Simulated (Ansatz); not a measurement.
The first iterations of a band of AlBrH3N (6 atoms, charge 0, multiplicity 1).

The calculation used RKS PBE0/def2-SVP in Ansatz.

| Item | Value |
| --- | --- |
| movable images | 5 |
| climbing image | yes |
| spring | 5.0 eV/Å² |
| optimiser | quadratic models (default) |
| start path | IDPP |
| force threshold | 0.03 eV/Å |
| iteration limit | 10 |
| end points | relaxed |

First end point:

```xyz
6
Properties=species:S:1:pos:R:3
N -0.541 0.313 -0.788
Al 0.368 -0.090 0.667
Br 1.484 -2.058 0.696
H -1.077 1.164 -0.915
H -0.605 -0.269 -1.617
H 0.413 0.875 1.911
```

Last end point:

```xyz
6
Properties=species:S:1:pos:R:3
N -0.541 0.313 -0.787
Al 0.369 -0.091 0.667
Br 1.484 -2.060 0.692
H -0.606 -0.266 -1.617
H -1.076 1.166 -0.911
H 0.412 0.875 1.910
```

| iteration | highest image above the first end (eV) | largest band force component (eV/Å) |
| --- | --- | --- |
| 1 | 0.439 | 0.684 |
| 2 | 0.401 | 0.343 |

**Question.** Does the band converge within its limit, and where does its top end?

**Answer.** It converged. It ended after 6 iterations with the highest image 0.376 eV above the first end. Another band between the same ends (5 images) ends at a top of the same energy, where a vibrational analysis finds 1 clearly imaginary mode.

Run time: 50 s on 1 thread of Intel(R) Xeon(R) 6975P-C (Granite Rapids) (shared host), peak memory 0.26 GiB.
